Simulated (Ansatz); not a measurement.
Reaction (redistribution): `C[S][Sn][OH]` + `C[SiH](O)O` → `[CH3][Sn][OH]` + `CS[SiH](O)O`

Program: Ansatz. Geometries: PBE0-D4/def2-TZVP. ΔE: electronic, gas phase. CBS: MP2 limit from def2 TZ/QZ plus the TZ coupled-cluster correction, frozen cores. DFT in def2-TZVPP. B3LYP here is the variant with VWN-RPA as its local correlation; programs differ in this. Elements past krypton have def2 core potentials. For Sn outer-core shells are correlated without core-valence functions, which leaves a few kJ/mol of doubt a bond. Each species was taken in one conformer, which may not be the lowest.

Problem. Is it downhill or uphill in electronic energy at CCSD(T)/CBS, and by how much? (An estimate is asked.)

Solution. The calculation gave: Uphill: ΔE = +67.0 kJ/mol.

Problem. What do these levels give: PBE-D4, ωB97X-V, B2PLYP, r2SCAN, PBE0, B3LYP, HF/def2-TZVPP, MP2/def2-TZVPP, CCSD/def2-TZVPP, CCSD(T)/def2-TZVPP, HF/CBS(def2), MP2/CBS(def2)? (Best estimate.)

Solution. The calculation gave: PBE-D4 71.0, ωB97X-V 64.9, B2PLYP 70.7, r2SCAN 71.4, PBE0 68.7, B3LYP 73.2, HF/def2-TZVPP 66.2, MP2/def2-TZVPP 65.8, CCSD/def2-TZVPP 63.3, CCSD(T)/def2-TZVPP 64.3, HF/CBS(def2) 65.9, MP2/CBS(def2) 68.5 kJ/mol.

Largest T1 diagnostic among the species: 0.016.
